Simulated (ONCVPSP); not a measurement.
## nitrogen: variants of one ONCV potential

Base potential:

N (Z = 7), optimised norm-conserving Vanderbilt (ONCV), made with ONCVPSP 4.0.1 (PBE, scalar-relativistic). Core [He], reference 2s2 2p3. Waves: 2s: rc 0.90 bohr, ncon 4, nbas 8, qcut 6.3 1/bohr, 3 projectors, debl 1.3 Ha; 2p: rc 1.85 bohr, ncon 3, nbas 6, qcut 6.7 1/bohr, 2 projectors, debl 0.6 Ha; d scattering state at 0.22 Ha: rc 1.45 bohr, ncon 4, nbas 9, qcut 6.5 1/bohr, 2 projectors, debl 0.3 Ha. Local part: polynomial inside 0.85 bohr (lpopt 5, dvloc0 3 Ha). Core correction: Teter function, fcfact 5, rcfact 1.55.

All-electron outer shells of the reference configuration (PBE, scalar-relativistic, ld1.x):

```csv
shell,level (eV),outermost node (bohr),outermost maximum (bohr)
1s,-384.72,–,0.15
2s,-18.58,0.32,1.02
2p,-7.09,–,0.98
```

Cutoffs, loose and tight: the cutoffs (Ha) at which the residual kinetic energy of the hardest occupied pseudo-wave falls to 1 and 0.1 mHa per electron. They do not see the model core or the augmentation charge, which bear on the density cutoff. Test errors are all-electron minus pseudo excitation energies from the reference, over the configurations 2s2 2p2; 2s2 2p1; 2s2 2p0; 2s1 2p0. A dash means not determined; rows that change the core or the reference have their own tests. The largest error is taken over the tests solved by every variant that gives reliable tests at all: 2s2 2p0; 2s2 2p1; 2s2 2p2.

A true bound ghost makes a file unfit for plane-wave use even where its test errors are small: the radial tests pick states by their node count and pass the ghost by.

| change | outcome | cutoff, loose | cutoff, tight | bound ghosts | GHOST(+) flags above zero | largest test error (meV) |
| --- | --- | --- | --- | --- | --- | --- |
| base | generated | 73 Ha | 197 Ha | s | d | +1676 |
| all radii but the core radius scaled by about 0.78 (s 0.70, p 1.44, d 1.14 bohr); local potential polynomial inside 0.66 bohr (lpopt 5, dvloc0 3 Ha) | generated | 59 Ha | 314 Ha | s | s, d | +895 |
| all radii but the core radius scaled by about 0.85 (s 0.76, p 1.58, d 1.24 bohr); local potential polynomial inside 0.72 bohr (lpopt 5, dvloc0 3 Ha) | generated | 52 Ha | 140 Ha | s | s, d | +1129 |
| all radii but the core radius scaled by about 0.89 (s 0.80, p 1.64, d 1.30 bohr); local potential polynomial inside 0.76 bohr (lpopt 5, dvloc0 3 Ha) | generated | 57 Ha | 218 Ha | s | s, d | +1252 |
| all radii but the core radius scaled by about 0.94 (s 0.84, p 1.74, d 1.36 bohr); local potential polynomial inside 0.80 bohr (lpopt 5, dvloc0 3 Ha) | generated | 60 Ha | 215 Ha | s | d | +1456 |
| all radii but the core radius scaled by about 1.09 (s 0.98, p 2.02, d 1.58 bohr); local potential polynomial inside 0.92 bohr (lpopt 5, dvloc0 3 Ha) | generated | 50 Ha | 166 Ha | s | none | +2044 |
| all radii but the core radius scaled by about 1.15 (s 1.04, p 2.14, d 1.66 bohr); local potential polynomial inside 0.98 bohr (lpopt 5, dvloc0 3 Ha) | generated | 41 Ha | 146 Ha | s | none | +2256 |
| all radii but the core radius scaled by about 1.18 (s 1.06, p 2.18, d 1.72 bohr); local potential polynomial inside 1.00 bohr (lpopt 5, dvloc0 3 Ha) | generated | 38 Ha | 140 Ha | s | none | +2321 |
| all radii but the core radius scaled by about 1.25 (s 1.12, p 2.32, d 1.82 bohr); local potential polynomial inside 1.06 bohr (lpopt 5, dvloc0 3 Ha) | generated | 23 Ha | 122 Ha | none | s | +2803 |
| all radii but the core radius scaled by about 1.31 (s 1.18, p 2.42, d 1.90 bohr); local potential polynomial inside 1.12 bohr (lpopt 5, dvloc0 3 Ha) | generated | 20 Ha | 105 Ha | none | s | +3265 |

Reading the sweep of the scale of all radii but the core radius (base = 1) (base included, trends over the rows without a ghost): Bound ghosts are found at 0.78, 0.85, 0.89, 0.94, 1, 1.09, 1.15, 1.18.
